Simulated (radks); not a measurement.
All-electron atom: Sr in [Kr] 5s2. Method: scalar-relativistic Kohn-Sham, PBE, spin-polarised, spherical densities, point nucleus; computed with a radial shooting solver on a logarithmic mesh with Libxc functionals.

Unscreened Slater integrals over Kohn-Sham orbitals (cm^-1). They are taken over the spin-up orbitals.

\begin{tabular}{lr}
integral & value \\ \hline
F0(5s,5s) & 45717 \\
F0(5s,4p) & 58014 \\
G1(5s,4p) & 3794.8 \\
F0(5s,4s) & 58706 \\
G0(5s,4s) & 2202.9 \\
F0(5s,3d) & 61604 \\
G2(5s,3d) & 1100.0 \\
F0(4p,4p) & 126380 \\
F2(4p,4p) & 66183 \\
F0(4p,4s) & 134910 \\
G1(4p,4s) & 90405 \\
F0(4p,3d) & 164760 \\
F2(4p,3d) & 35368 \\
G1(4p,3d) & 11447 \\
G3(4p,3d) & 10807 \\
F0(4s,4s) & 145610 \\
F0(4s,3d) & 185890 \\
G2(4s,3d) & 15307 \\
F0(3d,3d) & 402620 \\
F2(3d,3d) & 195480 \\
F4(3d,3d) & 123570 \\
\end{tabular}
